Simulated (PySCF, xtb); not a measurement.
B(CF3)(H)(OMe) (C2H4BF3O), SMILES COBC(F)(F)F. One conformer was computed; it need not be the lowest.

Harmonic wavenumbers (cm⁻¹) from GFN2-xTB in xtb at its own minimum, in rising order: 38, 70, 139, 180, 258, 386, 413, 464, 466, 617, 734, 756, 920, 998, 1029, 1069, 1125, 1143, 1156, 1389, 1451, 1457, 1467, 2676, 2994, 3000, 3005.

What does PBE-D3(BJ)/def2-SVP (PySCF) give at its own minimum? (Estimate from the structure and the level; the computed values follow.)

56, 67, 167, 192, 270, 342, 418, 499, 503, 650, 778, 815, 916, 1054, 1089, 1131, 1134, 1154, 1251, 1391, 1412, 1432, 1489, 2585, 2980, 3081, 3090. Paired by order, the mean absolute difference is 37 cm⁻¹ and the zero-point energies are 42.0 and 42.8 kcal/mol.
